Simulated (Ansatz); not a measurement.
```xyz
7

C    -0.0091    0.0352   -0.6972
N     0.0085    0.0677    0.7465
H     0.0078   -0.9795   -1.1540
H    -0.8892    0.5703   -1.0780
H     0.8739    0.5692   -1.0883
H    -0.8160   -0.4272    1.1234
H     0.8130   -0.4194    1.1306
```

Basis set: STO-3G (spherical functions). Left uncorrelated: 2 orbitals. Charge 0, multiplicity 1.

Computed with Ansatz (development build ahead of 0.2.0); each method stands on the lowest determinant of its kind that the runs found. Restricted open shells among the atoms or ions are ROHF, correlated in semicanonical orbitals with singles.

The atomization energy at this shape (free ground-state atoms in the same class of orbitals less the molecule, no zero-point energy) of singlet CH₅N:

| method | atomization energy |
| --- | --- |
| RHF | 21.22 eV |

(1) What does RHF-MP2 give?

Answers

(1) 23.64 eV.

This basis has no polarisation functions and is too small for such energies, which can lie far from measured ones in either direction.
